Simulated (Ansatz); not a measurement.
Basis-set extrapolation for C3H12AlN, SMILES `C[N+](C)(C)[AlH3-]` (PBE0-D4/def2-TZVP geometry, frozen core, Ansatz 0.2.0). Multiplicity 1, RHF reference.

```json
{"": "HF", "def2-TZVPP": "-417.024188", "def2-QZVPP": "-417.040247"}
{"": "MP2 correlation", "def2-TZVPP": "-0.859189", "def2-QZVPP": "-0.913799"}
{"": "CCSD(T) correlation", "def2-TZVPP": "-0.958274", "def2-QZVPP": "not run"}
```

Energies in hartree. Use E(X) = E(∞) + A·exp(−7.88·√X) for Hartree–Fock and E(X) = E(∞) + B·X^(−2.97) for correlation, with X = 3 and 4, and add CCSD(T) minus MP2 of the smaller set to the MP2 limit.

Problem. What is the CCSD(T) energy at the basis-set limit?

Solution. HF limit: -417.040247 + (-0.016059) × 0.13774 = -417.04246. MP2 limit: -0.913799 + (-0.054610) × 0.74074 = -0.95425. Higher-order term: -0.958274 − (-0.859189) = -0.09908. Total: -418.09579 hartree, 3.08 eV below CCSD(T)/def2-TZVPP.
